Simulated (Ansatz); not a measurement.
Born–Oppenheimer molecular dynamics of Cl4GeH (6 atoms, charge 0, multiplicity 2). It starts at the highest image of a converged band, a first-order saddle point between two minima.

These are results of Ansatz, UKS PBE0-D4/def2-SVP, not measurements.

```json
{"ensemble": "NVE (velocity Verlet)", "time step": "0.5 fs", "steps asked": "200", "starting velocities drawn for": "300 K", "seed": "9623"}
```

Frames 2.5 fs apart, positions in Å.

Velocities at 30 fs (Å/ps):

```
Ge -1.68 -0.47 -4.55
Cl -0.96 -1.72 11.24
Cl 3.76 -0.49 -1.92
Cl -0.80 4.73 -1.08
Cl 1.38 -1.46 1.92
H 2.34 -4.06 -29.43
```

```xyz
6
Properties=species:S:1:pos:R:3 time_fs=30 energy_less_start_eV=-0.313 T=903
Ge -0.013 0.044 -0.036
Cl -0.029 -0.054 2.441
Cl 2.033 -0.021 -0.652
Cl -1.003 1.847 -0.664
Cl -0.990 -1.861 -0.612
H -0.201 -0.041 3.725
6
Properties=species:S:1:pos:R:3 time_fs=32.5 energy_less_start_eV=-0.295 T=872
Ge -0.017 0.042 -0.048
Cl -0.031 -0.058 2.469
Cl 2.043 -0.022 -0.657
Cl -1.005 1.859 -0.668
Cl -0.986 -1.865 -0.608
H -0.202 -0.052 3.705
6
Properties=species:S:1:pos:R:3 time_fs=35 energy_less_start_eV=-0.435 T=1140
Ge -0.022 0.040 -0.060
Cl -0.033 -0.063 2.497
Cl 2.053 -0.023 -0.663
Cl -1.007 1.872 -0.671
Cl -0.983 -1.867 -0.603
H -0.217 -0.062 3.808
6
Properties=species:S:1:pos:R:3 time_fs=37.5 energy_less_start_eV=-0.396 T=1067
Ge -0.026 0.038 -0.072
Cl -0.035 -0.067 2.526
Cl 2.064 -0.024 -0.669
Cl -1.010 1.884 -0.676
Cl -0.979 -1.869 -0.599
H -0.231 -0.073 3.917
6
Properties=species:S:1:pos:R:3 time_fs=40 energy_less_start_eV=-0.440 T=1151
Ge -0.031 0.035 -0.085
Cl -0.037 -0.071 2.559
Cl 2.074 -0.025 -0.676
Cl -1.012 1.896 -0.680
Cl -0.975 -1.870 -0.596
H -0.231 -0.085 3.938
6
Properties=species:S:1:pos:R:3 time_fs=42.5 energy_less_start_eV=-0.532 T=1326
Ge -0.035 0.033 -0.098
Cl -0.040 -0.076 2.595
Cl 2.084 -0.025 -0.683
Cl -1.015 1.907 -0.686
Cl -0.971 -1.870 -0.593
H -0.218 -0.097 3.873
6
Properties=species:S:1:pos:R:3 time_fs=45 energy_less_start_eV=-0.447 T=1166
Ge -0.039 0.030 -0.110
Cl -0.043 -0.080 2.633
Cl 2.094 -0.026 -0.690
Cl -1.017 1.918 -0.691
Cl -0.967 -1.871 -0.590
H -0.210 -0.110 3.845
6
Properties=species:S:1:pos:R:3 time_fs=47.5 energy_less_start_eV=-0.565 T=1391
Ge -0.043 0.028 -0.123
Cl -0.045 -0.084 2.667
Cl 2.102 -0.027 -0.698
Cl -1.020 1.928 -0.698
Cl -0.964 -1.871 -0.588
H -0.220 -0.128 3.957
6
Properties=species:S:1:pos:R:3 time_fs=50 energy_less_start_eV=-0.475 T=1219
Ge -0.046 0.026 -0.135
Cl -0.047 -0.089 2.703
Cl 2.109 -0.027 -0.705
Cl -1.022 1.938 -0.704
Cl -0.961 -1.871 -0.587
H -0.231 -0.146 4.077
6
Properties=species:S:1:pos:R:3 time_fs=52.5 energy_less_start_eV=-0.520 T=1305
Ge -0.048 0.025 -0.148
Cl -0.050 -0.093 2.742
Cl 2.115 -0.028 -0.713
Cl -1.023 1.946 -0.711
Cl -0.958 -1.871 -0.587
H -0.228 -0.160 4.090
6
Properties=species:S:1:pos:R:3 time_fs=55 energy_less_start_eV=-0.545 T=1351
Ge -0.049 0.024 -0.160
Cl -0.053 -0.098 2.784
Cl 2.120 -0.028 -0.721
Cl -1.025 1.953 -0.719
Cl -0.956 -1.872 -0.587
H -0.214 -0.171 4.023
6
Properties=species:S:1:pos:R:3 time_fs=57.5 energy_less_start_eV=-0.498 T=1262
Ge -0.050 0.024 -0.171
Cl -0.055 -0.102 2.825
Cl 2.123 -0.029 -0.729
Cl -1.026 1.959 -0.727
Cl -0.954 -1.873 -0.588
H -0.212 -0.188 4.037
```

Of the whole run (100 fs, mean temperature of the second half 1443 K): The conserved energy stayed within 0.27 meV per atom of its start (net change -0.23 meV per atom), so the integration is sound. The kinetic energy rose, since the run started high on the potential surface and went downhill. It ends in pieces (Cl3Ge + ClH), so much of that is their flight and rotation, not heat. A run of 0.1 ps of so small a system gives no equilibrium averages.

Time of the run: 7.6 min on 4 threads of Intel(R) Xeon(R) Platinum 8223CL CPU @ 3.00GHz (Skylake/Cascade Lake), with other jobs on the host, peak memory 0.46 GiB.
